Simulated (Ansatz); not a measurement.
`C#[C][Al]([F])[Cl]` + H₂Se → `[F][Al]([Cl])[SeH]` + `C#C` at 400 K and 1 bar (ligand exchange at the Al–C bond).

Computed with Ansatz on PBE0-D4/def2-TZVP structures; ΔE is electronic, products minus reactants. CCSD(T)/CBS adds triple-zeta CCSD(T) − MP2 to the extrapolated MP2 energy (def2 sets, frozen cores). This one scheme is used for every species. For Se outer-core shells are correlated without core-valence functions, which leaves a few kJ/mol of doubt a bond. Scalar relativity is left out up to krypton. One conformer a species, not always the lowest.

```
             species  CCSD(T)/CBS energy (Eh)  H − E (kJ/mol)  S (J/(mol·K))
`C#[C][Al]([F])[Cl]`               -878.39595            89.2          364.6
                H₂Se              -2401.89790            49.4          229.5
`[F][Al]([Cl])[SeH]`              -3203.08897            60.1          365.8
               `C#C`                -77.22717            85.5          213.8
```

H − E and S are ideal-gas, rigid-rotor, harmonic terms from PBE0-D4/def2-TZVP, for one conformer and one mirror image of each species. 1 Eh = 2625.50 kJ/mol, R = 8.31446 J/(mol·K).

Problem. By hand: ΔE, ΔH, ΔS and ΔG.

Solution. ΔE = (-3203.08897) + (-77.22717) − (-878.39595) − (-2401.89790) = -0.02229 Eh = -58.5 kJ/mol. Δ(H − E) = 60.1 + 85.5 − 89.2 − 49.4 = 7.0, so ΔH = -51.5 kJ/mol. ΔS = 365.8 + 213.8 − 364.6 − 229.5 = -14.5 J/(mol·K). ΔG = -51.5 − 400 × (-14.5)/1000 = -45.7 kJ/mol.

Problem. By hand: the equilibrium constant, and the temperature at which ΔG would vanish if ΔH and ΔS stayed fixed.

Solution. log₁₀ K = −ΔG/(RT ln 10) = 6.0. ΔG = 0 at ΔH/ΔS = 3552 K, far beyond where these terms or the molecules hold.

The number of gas molecules stays the same, so ΔS is small and ΔH decides. A doubt of 5 kJ/mol in ΔE shifts log₁₀ K by 0.7 here. Other conformers and mirror images would add mixing entropy, several J/(mol·K) or more a flexible species. These are equilibria of isolated gas molecules and say nothing of rates. Largest T1 diagnostic: 0.013 (customary marks: 0.02 for closed shells, 0.045 for open ones).
